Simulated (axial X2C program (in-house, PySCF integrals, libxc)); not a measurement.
ZrTe: properties at the nuclei

Calculated with an in-house all-electron X2C program for linear molecules (integrals from PySCF): two-component X2C with atomic mean-field Coulomb and Gaunt terms, Gaussian nuclei, basis Te dyall-cv3z, Zr dyall-cv3z with contracted cores.

R = 2.543 Å (near the PBE0 minimum at charge 0 of the determinant lowest at the starting distance; the state shown can have its own minimum elsewhere).

Input and command:
```json
{"zs": [52, 40], "q": 0, "bas": ["dyall-cv3z", "dyall-cv3z"], "r0": 2.55, "levels": ["PBE0", "HF", "PBE50", "r2SCAN", "PBE"], "nst": 3}
```
```bash
python soeom.py task.json out
```

Keys: zs atomic numbers; q charge; bas basis sets; r0 starting distance in Å; levels methods; nst determinants followed.

Determinant lowest in the PBE0 search, Ω = 1 (⟨Sz⟩ = -1.00, ⟨Lz⟩ = 2.00 at PBE0), spin on the atoms Te 0.15, Zr -1.15:

| level | Eeff magnitude (GV/cm) | Ws magnitude Te (kHz) | Ws magnitude Zr (kHz) | A∥/gI Te (MHz) | qzz Te (a.u.) | A∥/gI Zr (MHz) | qzz Zr (a.u.) | μ (D) |
| --- | --- | --- | --- | --- | --- | --- | --- | --- |
| PBE0 | 1.69 | 0.184 | 0.818 | -106 | -1.12 | -753 | -0.46 | 5.84 |
| HF | 0.0845 | 1.56 | 0.967 | -55.2 | -0.50 | -686 | -0.29 | 8.10 |
| PBE50 | 1.08 | 0.506 | 0.764 | -91.5 | -0.95 | -741 | -0.41 | 6.84 |
| r2SCAN | 1.63 | 0.209 | 0.816 | -72.7 | -1.06 | -832 | -0.57 | 5.74 |
| PBE | 2.09 | 0.0842 | 0.814 | -111 | -1.22 | -752 | -0.54 | 4.89 |

Determinant 0.08 eV from it at PBE0 and this distance, Ω = 3 (⟨Sz⟩ = 1.00, ⟨Lz⟩ = 2.00 at PBE0), spin on the atoms Te -0.15, Zr 1.16:

| level | Eeff magnitude (GV/cm) | Ws magnitude Te (kHz) | Ws magnitude Zr (kHz) | A∥/gI Te (MHz) | qzz Te (a.u.) | A∥/gI Zr (MHz) | qzz Zr (a.u.) | μ (D) |
| --- | --- | --- | --- | --- | --- | --- | --- | --- |
| PBE0 | 1.62 | 0.0722 | 0.271 | 22.5 | -1.13 | 531 | -0.51 | 5.80 |
| HF | 0.373 | 0.58 | 0.319 | -42.6 | -1.04 | 487 | -0.39 | 7.92 |
| PBE50 | 0.951 | 0.191 | 0.253 | 1.64 | -1.02 | 524 | -0.46 | 6.78 |
| r2SCAN | 1.6 | 0.0713 | 0.27 | 26 | -1.07 | 562 | -0.62 | 5.72 |
| PBE | 2.06 | 0.0264 | 0.269 | 38.8 | -1.23 | 533 | -0.59 | 4.86 |

Eeff is the effective electric field on the electron electric dipole moment in this Ω state and Ws the scalar–pseudoscalar constant of the nucleus named (defined with the proton number Z and per Ω); A∥ (defined per Ω) follows by multiplying with gI = μI/(I μN); qzz is the electric field gradient, eQq0 = 234.96 MHz × Q/barn × qzz; μ is positive if the Zr end (last atom) is positive. The operators were transformed with the bare-nucleus X2C matrices; with these basis sets, hyperfine constants and field gradients can be off by tens of per cent, and where levels differ in sign neither size nor sign is settled.

With gI(91Zr) = -0.5214, Q(91Zr) = -0.176 barn (g factors from the IAEA table of nuclear moments by Stone; Q from Pyykkö, Mol. Phys. 2018), turn the PBE0 values of the first state into constants in MHz.

A∥(91Zr) = -753 × -0.5214 = 393 MHz; eQq0(91Zr) = 234.96 × (-0.176) × (-0.46) = 19 MHz.

Each state is one determinant with collinear spin, which with several unpaired electrons need not be a pure state. Unrestricted Hartree–Fock can overshoot spin polarisation at the nuclei. In the state Ω = 1 the sign of Eeff differs between levels (HF against PBE0). In the state Ω = 3 the sign of Eeff differs between levels (HF against PBE0). With several open shells hyperfine constants can be off by a factor of several. Where Eeff spreads by more than a factor of two the levels disagree and none is to be relied on. Open-shell Ω = 0 determinants with evenly filled partner blocks cannot be reached by this program, so the Ω shown need not be the lowest component. States lie within half an eV, so the first need not be the ground state. The sign of Ws at Te differs between levels in the first state. The sign of Ws at Te differs between levels in the second state. Further determinants of the search, some of them spin-mixed, are not shown. Where a field gradient or hyperfine factor spreads by more than a factor of two over the levels, a constant derived from it is not to be relied on. PBE0 term energies can be off by some tenths of an eV.
